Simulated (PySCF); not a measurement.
## TDDFT excited states: C6H16Cl2N2Sn

Compound: SnCl2(NHiPr)2, C6H16Cl2N2Sn.
SMILES: `CC(C)[NH][Sn]([Cl])([Cl])[NH]C(C)C`

Method used: TDDFT CAM-B3LYP/def2-SVPD, vertical, gas phase, core orbitals frozen in the response, def2 core potentials past Kr (PySCF). Isolated species at its PBE0-D3(BJ)/def2-SVP geometry (one conformer only). Spin–orbit coupling is left out.

**Question.** Predict the UV-vis stick spectrum at this level.

**Answer.** 

```json
{"state": "S1", "λ (nm)": "268.4", "E (eV)": "4.62", "f": "0.022", "main configurations (H = HOMO, L = LUMO)": "H→L (94%)"}
{"state": "S2", "λ (nm)": "254.0", "E (eV)": "4.88", "f": "0.062", "main configurations (H = HOMO, L = LUMO)": "H-1→L (93%)"}
{"state": "S3", "λ (nm)": "206.9", "E (eV)": "5.99", "f": "0.047", "main configurations (H = HOMO, L = LUMO)": "H-3→L (57%), H-2→L (34%)"}
{"state": "S4", "λ (nm)": "204.0", "E (eV)": "6.08", "f": "0.079", "main configurations (H = HOMO, L = LUMO)": "H-2→L (53%), H-3→L (34%)"}
{"state": "S5", "λ (nm)": "203.1", "E (eV)": "6.10", "f": "0.0005", "main configurations (H = HOMO, L = LUMO)": "H-4→L (91%)"}
{"state": "S6", "λ (nm)": "196.4", "E (eV)": "6.31", "f": "0.029", "main configurations (H = HOMO, L = LUMO)": "H-5→L (83%), H-6→L (8%)"}
{"state": "S7", "λ (nm)": "195.1", "E (eV)": "6.36", "f": "0.0001", "main configurations (H = HOMO, L = LUMO)": "H→L+1 (77%)"}
{"state": "S8", "λ (nm)": "189.2", "E (eV)": "6.55", "f": "0.0088", "main configurations (H = HOMO, L = LUMO)": "H-1→L+1 (71%), H→L+2 (15%)"}
{"state": "S9", "λ (nm)": "175.4", "E (eV)": "7.07", "f": "0.0011", "main configurations (H = HOMO, L = LUMO)": "H→L+3 (22%), H→L+2 (18%), H-1→L+2 (15%)"}
{"state": "S10", "λ (nm)": "174.2", "E (eV)": "7.12", "f": "0.0068", "main configurations (H = HOMO, L = LUMO)": "H-1→L+3 (24%), H→L+2 (22%), H-1→L+5 (9%)"}
```

Triplets, Tamm–Dancoff:

```
state  E (eV)  λ (nm)  main configurations (H = HOMO, L = LUMO)
   T1    4.14   299.5                                 H→L (89%)
   T2    4.27   290.7                               H-1→L (89%)
   T3    5.49   225.9                               H-3→L (91%)
   T4    5.57   222.4                               H-2→L (85%)
```

The lowest singlet lies at 4.62 eV (268 nm, ultraviolet) and is weak; its leading configuration is HOMO→LUMO (94%). The strongest level in the table is S4 at 6.08 eV (204 nm, f = 0.079). Löwdin shares by element: HOMO nitrogen 61%, carbon 11% or more (atoms not listed hold the other 28%); LUMO chlorine 41%, tin 27%, nitrogen 11% or more (atoms not listed hold the other 21%). Weighted by f, the mean energy of these states is 5.72 eV. Orbital energies (eV): HOMO-3 -10.20, HOMO-2 -10.09, HOMO-1 -8.74, HOMO -8.57, LUMO -0.76, LUMO+1 0.85, LUMO+2 1.37. Of the 10 states listed, 5 reach f = 0.01 and 1 stays under 0.0005. The window holds the lowest 10 singlets.
